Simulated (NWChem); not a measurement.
C2HBF2O; SMILES FB1OC=C1F

All runs: NWChem. The level has its own optimisation; frequencies are unscaled. Brackets give each atom's bonded neighbours.

### Question
What does the run give for PBE-D3(BJ)/def2-SVP? Quantities: r B–F (Å); r B–O (Å); r B–C [B(CCFO)–C(BCHO)] (Å); r B–C [B(CCFO)–C(BCF)] (Å); highest harmonic frequency (cm⁻¹); lowest (cm⁻¹); zero-point energy (kcal/mol); dipole (D).

### Answer
The r B–F (Å) is 1.314 and the r B–O (Å) is 1.402. The r B–C [B(CCFO)–C(BCHO)] (Å) is 1.942 and the r B–C [B(CCFO)–C(BCF)] (Å) is 1.586. The highest harmonic frequency (cm⁻¹) is 3167 and the lowest (cm⁻¹) is 149. The zero-point energy (kcal/mol) comes out as 20.8. The dipole (D) is 1.12.
